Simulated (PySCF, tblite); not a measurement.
Isomers of C8H9F, one GFN2-xTB conformer each. Single-point energies are computed at PBE0/pcSseg-1 (PySCF, gas phase, no added dispersion term), electronic only.

| SMILES | GFN2-xTB relative energy (kJ/mol) |
| --- | --- |
| C=CC1=CCC(F)=CC1 | 2.6 |
| C=C1C=CC(CC)=C1F | 0.0 |

Conformers: `[CH2:1]=[CH:2][C:3]1=[CH:4][CH2:5][C:6]([F:7])=[CH:8][CH2:9]1` with C1–C2–C3–C4 180°; `[CH2:1]=[C:2]1[CH:3]=[CH:4][C:5]([CH2:6][CH3:7])=[C:8]1[F:9]` with C4–C5–C6–C7 -70°.

Question: What does PBE0/pcSseg-1 give for the same structures?

Answer: 
```
          SMILES  PBE0/pcSseg-1 E (Eh)  PBE0/pcSseg-1 (kJ/mol)  GFN2-xTB (kJ/mol)  point group
C=CC1=CCC(F)=CC1            -409.54523                     0.0                2.6           Cs
C=C1C=CC(CC)=C1F            -409.53950                    15.1                0.0           C1
```

GFN2-xTB puts C=C1C=CC(CC)=C1F lowest instead. 

Question: Which frontier levels, dipoles and rotational constants go with these structures?

Answer: 
```json
{"SMILES": "C=CC1=CCC(F)=CC1", "HOMO (eV, PBE0/pcSseg-1)": "-6.70", "LUMO (eV)": "-0.80", "dipole (D)": "1.46", "A, B, C (MHz)": "4505, 955.6, 796.1"}
{"SMILES": "C=C1C=CC(CC)=C1F", "HOMO (eV, PBE0/pcSseg-1)": "-6.16", "LUMO (eV)": "-1.97", "dipole (D)": "1.09", "A, B, C (MHz)": "2897, 1265, 943.1"}
```

Question: What happens when harmonic zero-point energies from GFN2-xTB frequencies are added?

Answer: 
```json
{"SMILES": "C=CC1=CCC(F)=CC1", "ZPE (kJ/mol)": "376.3", "electronic (kJ/mol)": "0.0", "with ZPE (kJ/mol)": "0.0"}
{"SMILES": "C=C1C=CC(CC)=C1F", "ZPE (kJ/mol)": "376.1", "electronic (kJ/mol)": "15.1", "with ZPE (kJ/mol)": "15.0"}
```

The zero-point energies span 0.2 kJ/mol. The order is unchanged.
